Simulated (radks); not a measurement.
Effect of the nuclear size on the strontium ion Sr+, [Kr] 5s1. All-electron calculation, Dirac Kohn-Sham, BLYP, spin-unpolarised, spherical densities, finite nucleus; Fermi nuclear charge, rms radius 4.224 fm. Program: a radial shooting solver on a logarithmic mesh with Libxc functionals. The rms radius is varied about that value; shifts are against it.

[
 {"rms radius (fm)": "3.5355", "total energy shift (eV)": "-0.249", "density at nucleus (e/bohr^3)": "6.198e+04", "1s1/2 shift (meV)": "-106", "2s1/2 shift (meV)": "-10.9", "3p1/2 shift (meV)": "0.177", "4s1/2 shift (meV)": "-0.227", "4p1/2 shift (meV)": "0.042"},
 {"rms radius (fm)": "3.8354", "total energy shift (eV)": "-0.146", "density at nucleus (e/bohr^3)": "6.153e+04", "1s1/2 shift (meV)": "-61.7", "2s1/2 shift (meV)": "-6.36", "3p1/2 shift (meV)": "0.103", "4s1/2 shift (meV)": "-0.133", "4p1/2 shift (meV)": "0.024"},
 {"rms radius (fm)": "4.224", "total energy shift (eV)": "0", "density at nucleus (e/bohr^3)": "6.1e+04", "1s1/2 shift (meV)": "0.000", "2s1/2 shift (meV)": "0.000", "3p1/2 shift (meV)": "0.000", "4s1/2 shift (meV)": "0.000", "4p1/2 shift (meV)": "0.000"},
 {"rms radius (fm)": "4.469", "total energy shift (eV)": "0.0984", "density at nucleus (e/bohr^3)": "6.07e+04", "1s1/2 shift (meV)": "41.7", "2s1/2 shift (meV)": "4.30", "3p1/2 shift (meV)": "-0.070", "4s1/2 shift (meV)": "0.090", "4p1/2 shift (meV)": "-0.016"},
 {"rms radius (fm)": "5.1871", "total energy shift (eV)": "0.416", "density at nucleus (e/bohr^3)": "5.99e+04", "1s1/2 shift (meV)": "176", "2s1/2 shift (meV)": "18.2", "3p1/2 shift (meV)": "-0.295", "4s1/2 shift (meV)": "0.379", "4p1/2 shift (meV)": "-0.070"}
]

Slopes of the eigenvalues against <r^2> in GHz/fm^2, as finite differences over the two radii next to the reference (eigenvalue slopes, not the field-shift constants of lines): 1s1/2 4750, 2s1/2 490, 3p1/2 -7.95, 4s1/2 10.2, 4p1/2 -1.88.
